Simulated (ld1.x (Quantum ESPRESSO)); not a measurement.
**Zn (Z = 30), TM: configuration errors across variants**

Zn, norm-conserving Troullier–Martins (Kleinman–Bylander form), made with ld1.x (Quantum ESPRESSO) 7.5 (LDA (PZ), scalar-relativistic). Core [Ne] 3s2, reference 3p6 3d10 4s1.75 4p0 (charge +0.25). Waves: 4s (bound): rc 2.10 bohr; 3p (bound): rc 1.15 bohr; 3d (bound): rc 0.95 bohr. Local part: all-electron potential smoothed inside 0.95 bohr (lloc = -1). Core correction: none.

All-electron excitation energies from the reference (eV): (1) 3p6 3d10 4s2 4p0 -1.794; (2) 3p6 3d10 4s1 4p0 8.396; (3) 3p6 3d10 4s0 4p0 27.165; (4) 3p6 3d10 4s0 4p2 8.960; (5) 3p5 3d10 4s2 4p0 90.121; (6) 3p6 3d9 4s2 4p0 16.411; (7) 3p6 3d10 4s0 4p1 14.820; (8) 3p6 3d10 4s1.75 4p0 spin -0.012; (9) 3p6 3d10 4s1 4p0 spin 8.148.

Spin tests fill each open shell by Hund’s rule, majority spin first.

A true bound ghost makes a file unfit for plane-wave use even where its test errors are small: the radial tests pick states by their node count and pass the ghost by.

Errors AE − PS in meV (a dash: test not solved or not reliable):

| change | (1) | (2) | (3) | (4) | (5) | (6) | (7) | (8) | (9) | bound ghosts |
| --- | --- | --- | --- | --- | --- | --- | --- | --- | --- | --- |
| base | +0.2 | -3.8 | -33 | +17 | -57 | -36 | +2.9 | +0.1 | -2.4 | s |
| wave 4s (bound): rc 2.10 bohr becomes 4s (bound): rc 1.42 bohr | +0.2 | -2.4 | -18 | +25 | -53 | -33 | +13 | +0.1 | -1.2 | s |
| wave 4s (bound): rc 2.10 bohr becomes 4s (bound): rc 1.74 bohr | +0.1 | -4.0 | -33 | +17 | -72 | -48 | +3.0 | +0.1 | -1.4 | s |
| wave 4s (bound): rc 2.10 bohr becomes 4s (bound): rc 2.02 bohr | +0.2 | -3.9 | -33 | +17 | -67 | -44 | +3.0 | +0.1 | -1.8 | s |
| wave 4s (bound): rc 2.10 bohr becomes 4s (bound): rc 2.32 bohr | +0.2 | -3.8 | -36 | +13 | -24 | -8.5 | -0.2 | 0.0 | -5.1 | s |
| wave 4s (bound): rc 2.10 bohr becomes 4s (bound): rc 2.48 bohr | +0.2 | -4.1 | -42 | +9.9 | -0.7 | +11 | -4.1 | -0.1 | -7.4 | s |
| wave 4s (bound): rc 2.10 bohr becomes 4s (bound): rc 2.86 bohr | +0.1 | – | -81 | -13 | +98 | +95 | -32 | -0.5 | -19 | s |

(1) Give the same row for: wave 4s (bound): rc 2.10 bohr becomes 4s (bound): rc 3.08 bohr.

Answers

(1) 0.0, -9.7, -117, -33, +159, +147, -56, -0.7, -27; bound ghosts: s.
